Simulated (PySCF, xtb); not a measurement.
SiFHI₂, SMILES F[SiH](I)I. Atoms are numbered in the order given.

```xyz
5

Si     0.4502    -0.9393     0.0000
F     -0.4785    -2.2610     0.0000
I     -0.0365     0.3289    -2.0052
I     -0.0365     0.3289     2.0052
H      1.8684    -1.3626     0.0000
```
Charge 0, spin multiplicity 1.

Geometry optimised at PBE0-D3(BJ)/def2-SVP. The def2 effective core potentials stand for the cores of I; spin–orbit coupling is left out.

The numbers are results of IEF-PCM-B3LYP/def2-SVP (PySCF 2.14.0), not measurements.

The values are the electrostatic part of the solvation free energy, E(continuum) − E(gas) at the gas-phase geometry, in a cavity of scaled van der Waals radii (PySCF's table); cavitation and dispersion terms are not included. In vacuum the orbital gap is 5.97 eV. The dipole moment in vacuum is 1.07 D.

```json
[
 {"solvent": "water", "ε": "78.36", "ΔG(elec) (kcal/mol)": "-1.8", "dipole (D)": "1.38", "gap (eV)": "6.05"},
 {"solvent": "dichloromethane", "ε": "8.93", "ΔG(elec) (kcal/mol)": "-1.5", "dipole (D)": "1.32", "gap (eV)": "6.04"},
 {"solvent": "chloroform", "ε": "4.71", "ΔG(elec) (kcal/mol)": "-1.3", "dipole (D)": "1.28", "gap (eV)": "6.03"}
]
```

For comparison, GFN2-xTB/ALPB(water) (xtb, at the GFN2-xTB geometry, all terms of that model) gives -1.6 kcal/mol.
